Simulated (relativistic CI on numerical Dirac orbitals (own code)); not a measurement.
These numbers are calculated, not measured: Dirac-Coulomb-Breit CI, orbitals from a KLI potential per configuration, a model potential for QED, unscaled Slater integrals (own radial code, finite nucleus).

The strongest absorption lines from the ground level of an ion, among the configurations computed and to levels below about 167 eV (vacuum wavelength in Å, gf): 74.509 (1.5), 118.12 (1.3), 118.81 (1.9), 126.35 (4.1), 130.77 (0.68), 140.64 (0.65), 141.61 (1.4), 149.43 (0.79).

(1) Which ion is it?
A. Ge XIII
B. Zn XI
C. Zn XIII
D. Fe VII

Results:

(1) B. Zn XI has 20 electrons and the ground level 3s²3p⁶3d² ³F2; the strongest line goes to 3s²3p⁵3d³ ³F°2. The pattern of lines fixes the number of electrons, and along that sequence the line energies rise steadily with the charge (about as its square where n changes within one kind of shell, about linearly where n is kept but much faster in heavy ions where fine structure, which grows about as Z⁴, sets the gap, and irregularly where shells cross), which fixes Z. Configurations outside the model, such as inner-shell arrays, can give stronger lines. At this charge energies of transitions that change n are usually good to better than 1 %, and those within a shell (Δn = 0) to a few per cent. Terms inside the open d or f shell come out 10 to 20 % too wide with unscaled integrals.

LS names give the leading component of a level, which can be under half, so a name can repeat, a term be missing and a line seem to break the LS rules.
